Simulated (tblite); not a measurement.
Compound: B4H7N3.
SMILES: `BN1BNBNB1`

Method: GFN2-xTB as coded in tblite; computed harmonic values from a numerical Hessian at the method's own geometry, unscaled. Against measured fundamentals such values can be off by several per cent, at times by over 20. Modes of hydrogen on boron can be 10 to 20 % off.

Harmonic wavenumbers (cm⁻¹): 114.6, 223.9, 305.0, 311.7, 352.4, 419.4, 452.8, 499.0, 680.4, 715.5, 721.3, 787.7, 803.4, 825.5, 864.4, 884.6, 898.1, 959.4, 966.8, 1039.0, 1078.4, 1140.7, 1168.1, 1218.6, 1272.0, 1279.1, 1335.5, 1362.9, 1412.8, 2601.0, 2606.6, 2608.6, 2621.9, 2639.8, 3459.3, 3460.1.

A = 5277, B = 2650, C = 1764 MHz; mass 93.101 u (most abundant isotopes); point group C2v, symmetry number 2.

Task: Zero-point energy?

Result: Half the sum of the wavenumbers: 22045 cm⁻¹ = 263.72 kJ/mol.

Task: What is S at 273.15 K and 1 bar for an ideal gas of classical rigid rotors and harmonic oscillators?

Result: Translation 163.58, rotation 105.98, vibration 50.90: S = 320.5 J/(mol K).

Task: And Cp and H(273.15 K) − H(0)?

Result: Cp = 113.42 J/(mol K), of which vibrations give 80.16 (their classical limit is 36 R = 299.3); H(273.15 K) − H(0) = 17.92 kJ/mol without the zero-point energy, 8.83 from vibrations.

Task: Blend soft modes into free rotors: weight 1/[1 + (100 cm⁻¹/ν̃)⁴] for the oscillator and the rest for a rotor with moment μB/(μ + B), μ = h/(8π²ν), B = 10⁻⁴⁴ kg m². What vibrational entropy results?

Result: 50.41 J/(mol K) in place of 50.90, which changes −T·S at 273.15 K by +0.13 kJ/mol.

Task: Which modes carry the vibrational entropy at 273.15 K?

Result: 114.6 cm⁻¹: 12.64; 223.9 cm⁻¹: 7.41; 305.0 cm⁻¹: 5.21; 311.7 cm⁻¹: 5.07; 352.4 cm⁻¹: 4.27; 419.4 cm⁻¹: 3.23 J/(mol K); the other 30 give 13.07 together.

Task: How do the functions run with temperature in this model?

Result: 
```json
{"T (K)": "100", "S (J/(mol K))": "244.3", "Cp (J/(mol K))": "50.7", "H − H(0) (kJ/mol)": "3.90", "G − H(0) (kJ/mol)": "-20.53", "ln q(vib)": "0.29"}
{"T (K)": "200", "S (J/(mol K))": "289.7", "Cp (J/(mol K))": "85.3", "H − H(0) (kJ/mol)": "10.65", "G − H(0) (kJ/mol)": "-47.30", "ln q(vib)": "1.27"}
{"T (K)": "300", "S (J/(mol K))": "331.6", "Cp (J/(mol K))": "123.7", "H − H(0) (kJ/mol)": "21.10", "G − H(0) (kJ/mol)": "-78.37", "ln q(vib)": "2.62"}
{"T (K)": "500", "S (J/(mol K))": "410.5", "Cp (J/(mol K))": "186.2", "H − H(0) (kJ/mol)": "52.54", "G − H(0) (kJ/mol)": "-152.71", "ln q(vib)": "5.90"}
{"T (K)": "800", "S (J/(mol K))": "511.0", "Cp (J/(mol K))": "239.6", "H − H(0) (kJ/mol)": "117.28", "G − H(0) (kJ/mol)": "-291.48", "ln q(vib)": "11.10"}
{"T (K)": "1000", "S (J/(mol K))": "566.9", "Cp (J/(mol K))": "261.2", "H − H(0) (kJ/mol)": "167.50", "G − H(0) (kJ/mol)": "-399.40", "ln q(vib)": "14.42"}
```

q(vib) and H(0) count from the zero-point level.

Task: What must be added to the electronic energy to get the Gibbs energy at 273.15 K and 1 bar?

Result: ZPE + [H(273.15 K) − H(0)] − T·S = 263.72 + 17.92 − 87.53 = 194.11 kJ/mol.

Hindered rotation and anharmonicity are outside this model.
